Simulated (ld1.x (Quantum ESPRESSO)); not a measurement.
# Logarithmic derivatives: Nb, PAW

```json
{
 "Element": "niobium (Nb)",
 "Generator": "ld1.x (Quantum ESPRESSO) 7.5",
 "Type": "PAW",
 "Functional": "PBEsol",
 "Relativity": "fully relativistic",
 "Frozen core": "[Ar] 3d10",
 "Valence charge": "13",
 "Reference configuration": "4s2 4p6 4d3 5s2 5p0",
 "Partial waves": "4s (bound): rcut 1.70, rcutus 1.90 bohr; 5s (bound): rcut 1.70, rcutus 1.90 bohr; 4p (bound): rcut 2.15, rcutus 2.40 bohr; 5p (bound, empty): rcut 2.15, rcutus 2.40 bohr; 4d (bound): rcut 1.40, rcutus 1.60 bohr; 4d channel at 0.05 Ry: rcut 1.40, rcutus 1.60 bohr",
 "Local potential": "all-electron potential smoothed inside 1.60 bohr (lloc = -1)",
 "Core correction": "Bessel-smoothed model core inside 1.15 bohr",
 "Augmentation charge": "PSQ, inside the norm-conserving radii"
}
```

Open shells are filled in proportion to 2j + 1 (rel_dist='average').

The phase is arctan(r·u′/u) with u = r·R(r), unwrapped; energies in Ry, scanned from -6 to 5 Ry. A pole is an energy at which the radial function vanishes at the test radius. The pseudo phase is shifted by a multiple of π to meet the all-electron one at the reference energy, and phase errors are pseudo minus all-electron; the curves can meet again beyond the range given. Levels narrower than the energy grid can be missing from the lists of poles.

For each channel, where are the poles, and over which energies does the pseudopotential scatter like the atom?

| channel | radius (bohr) | reference energy (Ry) | poles, all-electron | poles, pseudo | unbroken range about the reference energy with phases within 0.05 rad | phase error 1 Ry above the reference energy (rad) |
| --- | --- | --- | --- | --- | --- | --- |
| s | 2.60 | -0.35 | -4.41, 2.98 | -4.41, 2.99 | the whole range | +0.000 |
| p1/2 | 2.60 | -0.11 | -2.68, 4.12 | -2.80, 3.15 | -2.3 to 0.5 | -0.172 |
| p3/2 | 2.60 | -0.10 | -2.51, 4.30 | -2.53, 3.28 | -2.7 to 0.6 | -0.154 |
| d3/2 | 2.60 | -0.35 | 0.26 | 0.26 | the whole range | -0.000 |
| d5/2 | 2.60 | -0.34 | 0.29 | 0.29 | the whole range | -0.000 |

The ghost test of this file was not conclusive.

Phases in the p3/2 channel:

```tsv
E (Ry)	all-electron	pseudo
-6.00	1.398	1.407
-5.74	1.393	1.403
-5.48	1.387	1.399
-5.22	1.381	1.395
-4.96	1.374	1.390
-4.70	1.366	1.384
-4.44	1.356	1.378
-4.18	1.344	1.372
-3.92	1.328	1.366
-3.66	1.306	1.361
-3.40	1.271	1.364
-3.14	1.196	1.442
-2.88	0.850	-0.209
-2.62	-1.404	-1.407
-2.36	-1.661	-1.687
-2.10	-1.733	-1.756
-1.84	-1.774	-1.793
-1.58	-1.807	-1.822
-1.32	-1.838	-1.849
-1.06	-1.871	-1.880
-0.80	-1.910	-1.915
-0.54	-1.957	-1.960
-0.28	-2.019	-2.020
-0.02	-2.106	-2.106
0.24	-2.235	-2.240
0.50	-2.441	-2.470
0.76	-2.785	-2.883
1.02	-3.282	-3.478
1.28	-3.762	-3.967
1.54	-4.079	-4.246
1.80	-4.270	-4.405
2.06	-4.390	-4.505
2.32	-4.471	-4.573
2.58	-4.529	-4.622
2.84	-4.573	-4.661
3.10	-4.608	-4.693
3.36	-4.637	-4.720
3.62	-4.662	-4.744
3.88	-4.683	-4.765
4.14	-4.702	-4.786
4.40	-4.719	-4.806
4.66	-4.735	-4.825
4.92	-4.751	-4.846
```
